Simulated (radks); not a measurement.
The ytterbium ion Yb+, configuration [Kr] 4d10 4f14 5s1.5 5p6 6s1 5f0.5 (fractional occupations, a model configuration). All-electron calculation, scalar-relativistic Kohn-Sham, PBEsol, spin-polarised, spherical densities, finite nucleus; open shells are filled with parallel spins first (spin-orbit coupling, left out, can overturn this in heavy ions); Fermi nuclear charge, rms radius 5.3108 fm. Program: a radial shooting solver on a logarithmic mesh with Libxc functionals.

Radial electron density D(r) = 4 pi r^2 rho(r):

```
   r/bohr * D(r) (the largest magnitude, 123, reaches the edge; | marks zero)
 0.001674 |     *
 0.002343 |         *
 0.003305 |              *
 0.004625 |                     *
 0.006472 |                              *
 0.009129 |                                      *
  0.01277 |                                         *
  0.01788 |                                       *
  0.02522 |                                    *
  0.03529 |                                         *
  0.04938 |                                                    *
  0.06965 |                                                      *
  0.09746 |                                           *
   0.1364 |                                              *
   0.1924 |                                                *
   0.2692 |                            *
   0.3767 |                         *
   0.5314 |                          *
   0.7436 |             *
    1.049 |      *
    1.468 |   *
    2.054 |*
    2.897 *
    4.054 *
    5.673 *
    8.002 *
     11.2 *
    15.67 *
     22.1 *
```

D(r) has 5 maxima, at r = 0.0134, 0.0608, 0.169, 0.456, 9.24 bohr, and minima at 0.0258, 0.110, 0.324, 6.76 bohr, inside which lie 1.92, 11.09, 29.76, 68.58 electrons.
